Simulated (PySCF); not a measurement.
**Computed structure and properties of [NdF3(NH3)]−**

System: [NdF3(NH3)]− (singlet in the valence; each metal's 4f electrons, 4 of them, lie in its core potential, out of spins and levels); start: template (C3v). Method: PySCF 2.14.0, RKS PBE0, Nd lcecp-0-SVP with ECP50, F def2-SVP, N def2-SVP, H def2-SVP; non-relativistic Hamiltonian with scalar-relativistic core potentials where named; density fitting; no spin-orbit coupling.

Input of the relaxation:

```python
mol = gto.M(atom='''
Nd     0.01176    -0.01176     0.01176
F      1.33376     1.31024     1.33376
F     -1.31024    -1.33376     1.33376
F      1.33376    -1.33376    -1.31024
N     -1.57164     1.57164    -1.57164
H     -2.18484     2.18484    -1.03454
H     -1.03454     2.18484    -2.18484
H     -2.18484     1.03454    -2.18484''',
    basis={'Nd': 'lcecp-0-SVP', 'F': 'def2-SVP', 'N': 'def2-SVP', 'H': 'def2-SVP'},
    ecp={'Nd': 'lcecp-0-SVP'},
    charge=-1, spin=0)
mf = dft.RKS(mol, xc='PBE0')
mf.grids.atom_grid = (50, 194)  # f atoms: unpruned, at least (60, 302)
mf = mf.density_fit()  # fitting sets: Nd AutoAux, F def2-universal-JKFIT, N def2-universal-JKFIT, H def2-universal-JKFIT
mf.conv_tol = 1e-08; mf.max_cycle = 55
mf.kernel(dm0)  # dm0: converged density of the start geometry
# quasi-Newton relaxation in Cartesian coordinates to a largest gradient under 0.00045 Eh/bohr, steps kept in the point group
```

Run from Python with OMP_NUM_THREADS=2; the lines above give its settings. Where DIIS fails, smearing, a level shift and second-order steps follow.
It took 3.7 min on 2 threads of Intel(R) Xeon(R) Processor @ 2.50GHz (Skylake/Cascade Lake) (shared host), from the converged density of the start.

Course of the relaxation:

| step | energy above end (eV) | largest force component within the symmetry (eV/Å) |
| --- | --- | --- |
| 0 | 0.2420 | 0.813 |
| 1 | 0.1718 | 0.582 |
| 2 | 0.0656 | 0.208 |
| 3 | 0.0271 | 0.123 |
| 4 | 0.0177 | 0.137 |
| 5 | 0.0124 | 0.100 |
| 6 | 0.0066 | 0.066 |
| 7 | 0.0048 | 0.067 |
| 8 | 0.0023 | 0.051 |
| 9 | 0.0006 | 0.039 |
| 10 | 0.0001 | 0.013 |
| 11 | 0.0000 | 0.002 |

Relaxed geometry (C3v):

```xyz
8

Nd    0.1721   -0.1721    0.1721
F     1.1486    1.6364    1.1486
F    -1.6364   -1.1486    1.1486
F     1.1486   -1.1486   -1.6364
N    -1.4528    1.4528   -1.4528
H    -2.0505    2.0505   -0.8859
H    -0.8859    2.0505   -2.0505
H    -2.0505    0.8859   -2.0505
```

```tsv
contact	Å
Nd1–F2 (F)	2.275
Nd1–F3 (F)	2.275
Nd1–F4 (F)	2.275
Nd1–N5 (NH3)	2.814
```

On the finer grid (75, 302):

| Quantity | Value |
| --- | --- |
| HOMO | not given (4f levels lie in the core) |
| LUMO | not given (4f levels lie in the core) |
| Dipole about the centre of mass | 4.40 D |
| Set of Mulliken populations of Nd1 outside the core potential | s 2.12, p 6.26, d 0.92, f 0.05 |
| D3(BJ) dispersion energy (not in the energies) | -0.104 eV |

| atom | Mulliken (e) | Löwdin (e) | spin (e) |
| --- | --- | --- | --- |
| Nd1 | 0.65 | 0.38 | 0.00 |
| F2 | -0.59 | -0.52 | 0.00 |
| F3 | -0.59 | -0.52 | 0.00 |
| F4 | -0.59 | -0.52 | 0.00 |
| N5 | -0.27 | -0.06 | 0.00 |
| H6 | 0.13 | 0.08 | 0.00 |
| H7 | 0.13 | 0.08 | 0.00 |
| H8 | 0.13 | 0.08 | 0.00 |

The 4f levels lie in the core potential and are missing. Their spin isn't counted.

On the grid (50, 194), as all that follows. Harmonic modes: a minimum within the noise of the softest modes; lowest 50 cm⁻¹ (negative: unstable), highest 3668 cm⁻¹, zero-point energy 1.098 eV.

Taking off one F (charge -1, singlet; the rest: singlet) in vacuum, both parts rigid, costs 4.58 eV; the small basis without counterpoise inflates it.

Rigid scan of F along the line from its metal:

distance to F2 (Å), energy (eV) and a bar:
```
     1.98      0.697 #########
     2.08      0.264 ####
     2.18      0.057 #
     2.28      0.000 
     2.38      0.041 #
     2.48      0.145 ##
     2.68      0.446 ######
     2.98      0.962 #############
     3.38      1.595 #####################
     3.88      2.236 ##############################
```

Taking off one NH3 (charge 0, singlet; the rest: singlet) in vacuum, both parts rigid, costs 0.54 eV; the small basis without counterpoise inflates it.

Rigid scan of NH3 along the line from its metal:

(distance to N5 (Å), energy (eV)): (2.51, 0.168), (2.61, 0.064), (2.71, 0.014), (2.81, 0.000), (2.91, 0.010), (3.01, 0.036), (3.21, 0.110), (3.51, 0.232), (3.91, 0.366), (4.41, 0.474)

One start shape was tried, so this needn't be the lowest isomer.

An lcecp potential fixes the number of 4f electrons, so in runs with it no electron can move into or out of that shell; real Nd(II) is rare or takes another configuration.
